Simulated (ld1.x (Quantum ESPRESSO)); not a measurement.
# Configuration tests for selenium (TM)

- Element: selenium
- Generator: ld1.x (Quantum ESPRESSO) 7.5
- Type: norm-conserving Troullier–Martins (Kleinman–Bylander form)
- Functional: PBE
- Relativity: scalar-relativistic
- Frozen core: [Ar] 3d10
- Valence charge: 6
- Reference configuration: 4s2 4p1 (charge +3)
- Partial waves: 4s (bound): rc 1.40 bohr; 4p (bound): rc 1.25 bohr; 4d channel at 0.1 Ry: rc 1.05 bohr
- Local potential: the d channel
- Core correction: a·sin(br)/r model core inside 0.55 bohr

Energies are relative to the spin-unpolarised reference configuration 4s2 4p1; without spin polarisation the order of configurations can differ from experiment. The frozen-core shift is the all-electron ΔE with the core orbitals held at their reference shape minus the fully relaxed ΔE.

```csv
valence configuration,charge,ΔE all-electron (eV),error AE − PS (meV),frozen-core shift (meV)
4s2 4p3,+1,-51.216,+10,+55
4s2 4p2,+2,-30.868,+1.3,+19
4s0 4p6,0,-40.097,+42,+20
4s2 4p3.5,+0.5,-57.752,+19,+70
4s1 4p4,+1,-39.679,+20,+25
```

Task: What are ΔE and the potential's error for 4s2 4p4?

Result: ΔE = -62.061 eV all-electron; the error (AE − PS) is +30 meV.

Task: What are ΔE and the potential's error for 4s2 4p0?

Result: ΔE = 42.184 eV all-electron; the error (AE − PS) is -30 meV.

Note: ghost states, extra bound levels that the all-electron valence spectrum of the same l lacks: s at -2091.1 eV, p at -1408.1 eV. A true bound ghost makes a file unfit for plane-wave use.
